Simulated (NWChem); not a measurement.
C$_{3}$H$_{6}$OS; SMILES C[C@@H]1OCS1

```xyz
11

C      0.3927     1.9113     0.2961
C      0.0055     0.6639    -0.4459
O     -1.2598     0.1611    -0.0578
C     -0.8980    -1.1580     0.2671
S      0.9013    -0.8872     0.0237
H      1.3983     2.2426    -0.0045
H      0.3831     1.7322     1.3804
H     -0.3213     2.7164     0.0587
H      0.0513     0.8226    -1.5398
H     -1.1757    -1.4310     1.2997
H     -1.3175    -1.9006    -0.4355
```
Atoms are numbered in this order, from 1.

Program: NWChem. Coordinates come from a PBE0/def2-SVP optimisation. Level: PBE0/def2-SVP with SMD (1 M gas to 1 M solution), gas-phase geometry.

Question: Estimate the computed values for solvent water. Quantities: solvation free energy (kcal/mol); cavity-dispersion-structure term (kcal/mol); dipole in solution (D).

Answer: 
| Item | Value |
|---|---|
| solvation free energy (kcal/mol) | -2.7 |
| cavity-dispersion-structure term (kcal/mol) | 2.3 |
| dipole in solution (D) | 0.40 |
